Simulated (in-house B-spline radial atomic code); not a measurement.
Configurations of the tin ion Sn²⁺, with energies counted from [Kr] 4d10 5s2. Level of theory: Dirac-Hartree-Fock, average of configuration, Fermi nucleus of rms radius 4.6519 fm; calculated with a radial B-spline atomic code at the basis-set limit. Energies include first-order Breit, QED and recoil terms.

Occupations are held fixed; configurations that lie above the ionisation limit could autoionise.

```
                                   configuration  E - E(ref) (eV)  highest orbital  its <r> (bohr)
                          [Kr] 4d10 5s1 (7f7/2)1           25.937            7f7/2           21.54
             [Kr] (4d3/2)3 (4d5/2)6 5s2 (5d5/2)1           38.314            5d5/2           3.957
    [Ar] 3d10 4s2 (4p1/2)2 (4p3/2)3 4d10 5s2 9s1           118.22            9s1/2           18.72
[Ar] (3d3/2)4 (3d5/2)5 4s2 4p6 4d10 5s2 (8p3/2)1           508.21            8p3/2           14.68
     [Ar] (3d3/2)3 (3d5/2)6 4s2 4p6 4d10 5s2 7s1           513.41            7s1/2           8.447
[Ar] (3d3/2)3 (3d5/2)6 4s2 4p6 4d10 5s2 (9g7/2)1           519.24            9g7/2           37.11
```

Q: Order these further configurations by energy, lowest first.
A. [Kr] (4d3/2)4 (4d5/2)5 5s2 (9f5/2)1
B. [Ar] (3d3/2)3 (3d5/2)6 4s2 4p6 4d10 5s2 (7f5/2)1
C. [Ar] (3d3/2)3 (3d5/2)6 4s2 4p6 4d10 5s2 (9d5/2)1
D. [Kr] 4d10 5s1 (6f7/2)1
E. [Ar] 3d10 4s2 (4p1/2)1 (4p3/2)4 4d10 5s2 8s1

A: D (24.997 eV), A (48.408 eV), E (124.37 eV), B (518.13 eV), C (518.37 eV).

Q: How far above the reference does [Kr] 4d10 5s1 (5f5/2)1 lie?

A: 23.45 eV; its least bound orbital is 5f5/2 with <r> = 9.89 bohr.
